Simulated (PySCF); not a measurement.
CH$_{2}$, singlet, at a GFN2-xTB geometry. Base run: M062X/cc-pVDZ run with PySCF.

The PySCF input:
```python
from pyscf import gto, scf, dft

mol = gto.M(
    atom='''
C     0.001065    0.163900    0.016239
H    -0.884818   -0.486960   -0.038745
H     0.878429   -0.496439   -0.058687
''',
    basis='cc-pvdz',
    charge=0,
    spin=0,
    verbose=4,
    symmetry=True,
)

mf = dft.RKS(mol)
mf.xc = 'm062x'
mf.kernel()
mf.analyze()
```

Variants of this job, named by their change:

```json
[
 {"change": "base", "ΔE vs base (eV)": "0.00", "point group used": "C2v", "SCF cycles": "7"},
 {"change": "irrep_nelec = A1:6 A2:2", "ΔE vs base (eV)": "70.70", "point group used": "C2v", "SCF cycles": "7"},
 {"change": "symmetry_subgroup = Cs", "ΔE vs base (eV)": "0.00", "point group used": "Cs", "SCF cycles": "7"},
 {"change": "symmetry = off", "ΔE vs base (eV)": "0.00", "point group used": "C1", "SCF cycles": "7"},
 {"change": "irrep_nelec = A1:6 B1:2", "ΔE vs base (eV)": "14.27", "point group used": "C2v", "SCF cycles": "8"},
 {"change": "irrep_nelec = A1:4 B1:2 B2:2", "ΔE vs base (eV)": "3.84", "point group used": "C2v", "SCF cycles": "8"},
 {"change": "symmetry_subgroup = C2", "ΔE vs base (eV)": "0.00", "point group used": "C2", "SCF cycles": "7"},
 {"change": "irrep_nelec = A1:8", "ΔE vs base (eV)": "26.71", "point group used": "C2v", "SCF cycles": "7"}
]
```
